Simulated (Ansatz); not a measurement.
```yaml
crystal:
  periodic: [false, false, false]
  atoms:
    - {symbol: Ti, position_ang: [0.332586, 0.947202, 1.073718]}
    - {symbol: Ti, position_ang: [0.292914, 0.319542, -1.079001]}
    - {symbol: Ti, position_ang: [-0.625500, -1.266743, 0.005273]}
basis:
  gaussian: {orbitals: "6-31G*"}
total_charge: 1
magnetization: {spin_polarized: true, initial_magnetization: 1}
hamiltonian: {xc: {name: M06-2X}, dispersion: d3bj}
scf: {lower_state_search: full}
output: {forces: true}
```

```sh
$ ansatz run in.yaml --threads 4 --pin off --events-out ev --progress --plain --max-ram 3916MiB
```

It prints (some lines left out):

```
Error: YAML parse error: error: line 11 column 19: hamiltonian.xc: no functional is named "M06-2X"; the names, which are not case-sensitive, are SVWN5, SPW92, PBE, PBE0, PBEsol, revPBE, revPBE0, RPBE, rPW86-PBE, HSE06, wPBEh, LC-wPBE, HISS, HF, BLYP, B3LYP, B3LYP5, BHLYP, CAM-B3LYP, r2SCAN, r2SCANh, r2SCAN0, r2SCAN50, m-r2SCAN, B97, wB97, wB97X, wB97X-V, B97M-V, wB97M-V, B2PLYP, B2GP-PLYP, PBE0-DH, PBE-QIDH
 9 | total_charge: 1
10 | magnetization: {spin_polarized: true, initial_magnetization: 1}
11 | hamiltonian: {xc: {name: M06-2X}, dispersion: d3bj}
12 | scf: {lower_state_search: full}
13 | output: {forces: true}
```

In this input the method's name isn't one that the program takes here. The program refused the input.
